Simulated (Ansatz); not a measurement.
Wavefunction ladder for `C[SiH](N)S`

Z-matrix (Å, degrees):
```
C
Si 1 1.860
H 1 1.092 2 110.3
H 1 1.094 2 111.0 3 119.5
H 1 1.092 2 110.7 3 -119.8
N 2 1.709 1 107.8 3 178.2
S 2 2.146 1 113.8 3 61.9
H 2 1.493 1 109.0 3 -55.1
H 6 1.006 2 121.8 1 -176.0
H 6 1.006 2 121.3 1 30.1
H 7 1.343 2 94.1 1 -95.6
```

Charge 0, multiplicity 1. Geometry: relaxed with PBE0-D4/def2-TZVP. It is one conformer, not always the lowest. Frozen core, restricted reference, the Gaussian-basis code of Ansatz. CBS rows extrapolate triple and quadruple zeta; past MP2 they add the triple-zeta difference.

```csv
basis,HF (Eh),MP2 corr.,CCSD corr.,(T),CCSD(T) total
def2-TZVPP,-782.99984,-0.69822,?,-0.02981,?
def2-QZVPP,?,-0.75086,–,–,–
CBS(def2),-783.02876,?,?,as TZ,?
```

(1) Fill in the withheld values. (Estimate.)

## Answers

(1) Ansatz gave: def2-TZVPP CCSD corr.: -0.74948; def2-TZVPP CCSD(T) total: -783.77913; def2-QZVPP HF (Eh): -783.02526; CBS(def2) MP2 corr.: -0.78985; CBS(def2) CCSD corr.: -0.84111; CBS(def2) CCSD(T) total: -783.89968.
